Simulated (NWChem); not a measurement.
System meant: CH4FGa; SMILES [CH3][GaH][F]

NWChem input:

```
start job
memory heap 200 mb stack 900 mb global 1100 mb
geometry units angstroms noautoz
  Ga    -0.307313    -0.067584    -0.000102
  H     -1.823011    -0.448326    -0.001014
  F      0.748003    -1.481715     0.001184
  C      0.619101     1.649668     0.000986
  H      0.351252     2.228299     0.898965
  H      0.324261     2.246475    -0.876241
  H      1.707805     1.501115    -0.016267
end
basis spherical
  * library def2-svp
end
dft
  odft
  mult 2
  xc xpbe96 cpbe96
  iterations 150
  mulliken
end
task dft energy
```

End of the output:

```
 Summary of "ao basis" -> "" (spherical)
 ------------------------------------------------------------------------------
       Tag                 Description            Shells   Functions and Types
 ---------------- ------------------------------  ------  ---------------------
 *                          def2-svp                  on all atoms

  pbe96 is a nonlocal functional; adding pw91lda local functional.

                                 NWChem DFT Module
                                 -----------------

 Summary of "ao basis" -> "ao basis" (spherical)
 ------------------------------------------------------------------------------
       Tag                 Description            Shells   Functions and Types
 ---------------- ------------------------------  ------  ---------------------
 Ga                         def2-svp                12       32   5s4p3d
 H                          def2-svp                 3        5   2s1p
 F                          def2-svp                 6       14   3s2p1d
 C                          def2-svp                 6       14   3s2p1d

 Summary of "ao basis" -> "ao basis" (spherical)
 ------------------------------------------------------------------------------
       Tag                 Description            Shells   Functions and Types
 ---------------- ------------------------------  ------  ---------------------
 Ga                         def2-svp                12       32   5s4p3d
 H                          def2-svp                 3        5   2s1p
 F                          def2-svp                 6       14   3s2p1d
 C                          def2-svp                 6       14   3s2p1d

  number of electrons :                   50
  multiplicity        :                    2
 ------------------------------------------------------------------------
  no. of electrons and multiplicity not compatible                  50
 ------------------------------------------------------------------------
 ------------------------------------------------------------------------
  current input line :
    22: task dft energy
 ------------------------------------------------------------------------
 ------------------------------------------------------------------------
 There is an error in the input file
 ------------------------------------------------------------------------
 For more information see the NWChem manual at https://nwchemgit.github.io

0: no. of electrons and multiplicity not compatible:Received an Error in Communication
```

What is wrong, and how is it mended?

The program refused the input. Cause: the multiplicity doesn't fit the number of electrons (an even count wants an odd multiplicity, and the reverse). This input runs:
```
start job
memory heap 200 mb stack 900 mb global 1100 mb
geometry units angstroms noautoz
  Ga    -0.307313    -0.067584    -0.000102
  H     -1.823011    -0.448326    -0.001014
  F      0.748003    -1.481715     0.001184
  C      0.619101     1.649668     0.000986
  H      0.351252     2.228299     0.898965
  H      0.324261     2.246475    -0.876241
  H      1.707805     1.501115    -0.016267
end
basis spherical
  * library def2-svp
end
dft
  xc xpbe96 cpbe96
  iterations 150
  mulliken
end
task dft energy
```
It converges to -2064.44074 Ha (PBE/def2-SVP).
